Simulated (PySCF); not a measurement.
Species: C2H9N2Si (doublet state).
Z-matrix (Å and degrees, GFN2-xTB geometry), rows numbered from 1:
```
C 
N   1  1.4385
Si  2  1.7198  1  121.59
N   3  1.7279  2  103.86  1   179.54
C   4  1.4354  3  121.45  2  -178.91
H   1  1.0977  2  112.96  3    80.11
H   1  1.0880  2  108.58  3   -39.52
H   1  1.0924  2  110.33  3  -158.59
H   2  1.0130  1  111.56  3  -145.40
H   3  1.4716  2  116.92  1   -65.07
H   4  1.0091  3  117.47  2   -35.00
H   5  1.0877  4  108.69  3   -37.01
H   5  1.0972  4  112.94  3    82.86
H   5  1.0924  4  110.29  3  -155.96
```

The hyperfine couplings belong to this conformer and change with its torsions.

Identity: `CN[SiH]NC` [radical].

Level of theory: UKS B3LYP, pcH-1 on C H N Si, non-relativistic, mean-field spin-orbit, GIAO in PySCF. Isolated species at its GFN2-xTB geometry (one conformer only). Couplings are sensitive to structure, and on GFN2-xTB geometries they can be far from those on DFT ones, by a factor of two or more for some ions and for spin on atoms past the first row. Stability of the SCF solution: not tested.

Task: Give the isotropic g value and a_iso(1H) at H10.

Result: g_iso = 2.00231 and a = +211.05 MHz, or +7.531 mT (Mulliken spin population +0.11).

Task: Take this nucleus alone (I = 1/2, g_N = 5.5857) with S = 1/2. Where do its 2 lines fall at 33.823 GHz to first order, to second order and exactly?

Result: B0 = hν/(g μB) = 1206.896 mT and a/B0 = 0.0062. B(1) = B0 − a·mI, B(2) = B(1) − a²[I(I+1) − mI²]/(2B0); the exact values solve the Breit–Rabi equation, nuclear Zeeman term included.

```
  mI  first order (mT)  second order (mT)  exact (mT)  exact − first order
−1/2          1210.661           1210.649    1210.650               -0.012
+1/2          1203.130           1203.119    1203.119               -0.012
```

Task: What levels remain at zero field?

Result: F = I ± 1/2 = 1 and 0, at a·I/2 = +52.8 MHz and −a(I+1)/2 = -158.3 MHz, that is |a|(I + 1/2) = 211.0 MHz apart; F = 0 lies lower.

Other couplings of abundant isotopes, left aside here: 2 × 14N 20 MHz, 2 × 1H 12 MHz, 6 × 1H 3 MHz.

Means are taken over nuclei equivalent by connectivity, which assumes that they swap fast. The six 1H nuclei of mean +3.2 MHz run from -1.2 to 10.2 MHz in the frozen geometry. The 1H value of +11.9 MHz is a mean of couplings from -11.7 to 35.4 MHz in this one geometry, not an average over conformers. The 14N value of +19.5 MHz is a mean of couplings from 5.0 to 34.0 MHz in this one geometry, not an average over conformers.

Hardware: one thread of an Arm Neoverse N1, shared host. Cost: 58 s wall (grids of density and orbitals included), 0.76 GiB resident at most.
